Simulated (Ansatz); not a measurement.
One change: `OB1N[SiH2]1` becomes `[TeH]B1N[SiH2]1`.

Ansatz, PBE0-D4/def2-TZVP geometries, multiplicity 1. Each molecule was computed in one conformer, which needn't be the lowest.

Elements past krypton have def2 core potentials.

```json
{"property": "HOMO–LUMO gap (PBE/def2-TZVPP) / eV", "`OB1N[SiH2]1`": "4.82"}
{"property": "HOMO energy (PBE0/def2-TZVPP) / eV", "`OB1N[SiH2]1`": "-7.05"}
{"property": "LUMO energy (B3LYP/def2-TZVPP) / eV", "`OB1N[SiH2]1`": "-0.52"}
{"property": "size of the dipole moment (PBE/def2-TZVPP) / D", "`OB1N[SiH2]1`": "2.43"}
{"property": "HOMO–LUMO gap (ωB97M-V/def2-TZVPP) / eV", "`OB1N[SiH2]1`": "10.49"}
{"property": "HOMO–LUMO gap (B3LYP/def2-TZVPP) / eV", "`OB1N[SiH2]1`": "6.34"}
```

Task: Give the same properties after the change, and the shifts. (An estimate is asked.)

Result: Ansatz gave: 
```
                                      property  `[TeH]B1N[SiH2]1`  shift
           HOMO–LUMO gap (PBE/def2-TZVPP) / eV               4.11  -0.71
            HOMO energy (PBE0/def2-TZVPP) / eV              -6.55   0.50
           LUMO energy (B3LYP/def2-TZVPP) / eV              -0.85  -0.33
size of the dipole moment (PBE/def2-TZVPP) / D               1.20  -1.23
       HOMO–LUMO gap (ωB97M-V/def2-TZVPP) / eV               9.71  -0.78
         HOMO–LUMO gap (B3LYP/def2-TZVPP) / eV               5.47  -0.87
```

With PBE0 the HOMO rises by 0.50 eV and the LUMO falls by 0.38 eV, so the gap narrows by about 0.88 eV. PBE moves the HOMO by 0.37 eV and ωB97M-V by 0.58 eV. Dipoles are sizes alone; their direction can turn.

B3LYP here is the variant with VWN-RPA as its local correlation; programs differ in this.

Spin–orbit coupling is left out; it splits and shifts lone-pair levels of the heavy atoms by tenths of an eV.
